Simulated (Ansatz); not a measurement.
This geometry of C2H6BF (10 atoms, charge 0, multiplicity 1) is a first-order saddle point.

Theory: Ansatz 0.2.0, RKS PBE0/6-31G*.

```xyz
10
Properties=species:S:1:pos:R:3
C -0.772 0.892 -0.294
C 0.100 -0.031 0.571
B 0.927 -1.134 -0.162
F 0.870 -1.268 -1.483
H -0.694 0.643 -1.357
H -1.830 0.822 -0.022
H -0.483 1.942 -0.185
H -0.497 -0.553 1.336
H 0.819 0.542 1.178
H 1.645 -1.905 0.420
```

Task: Which two structures does it join? (They come from a converged band through this point; their orientation in space is the band's.)

Result: No bond is made or broken. The dihedral H6–C1–C2–B3 goes from 180 to 59°. The two ends are copies of one structure, up to a mirror image or an exchange of like atoms.

First end point:

```xyz
10
Properties=species:S:1:pos:R:3
C -0.893 0.750 -0.296
C -0.031 -0.174 0.562
B 1.208 -0.820 -0.137
F 1.467 -0.570 -1.416
H -1.293 0.223 -1.168
H -1.741 1.153 0.267
H -0.311 1.597 -0.673
H -0.632 -0.999 0.979
H 0.337 0.349 1.459
H 1.973 -1.560 0.425
```

Last end point:

```xyz
10
Properties=species:S:1:pos:R:3
C -0.683 0.947 -0.293
C 0.169 0.015 0.566
B 0.752 -1.249 -0.145
F 0.494 -1.482 -1.427
H -0.110 1.340 -1.140
H -1.549 0.422 -0.708
H -1.055 1.802 0.281
H -0.396 -0.341 1.442
H 1.018 0.556 1.014
H 1.444 -2.060 0.414
```

Task: How far does it lie above each of them?

Result: 2.0 kcal/mol above the first and 2.0 kcal/mol above the second. This is the barrier of this one path; another mechanism may lie lower.

The run took 3.3 min on 1 thread of AMD EPYC (Zen 3), with other jobs on the host, peak memory 0.15 GiB.
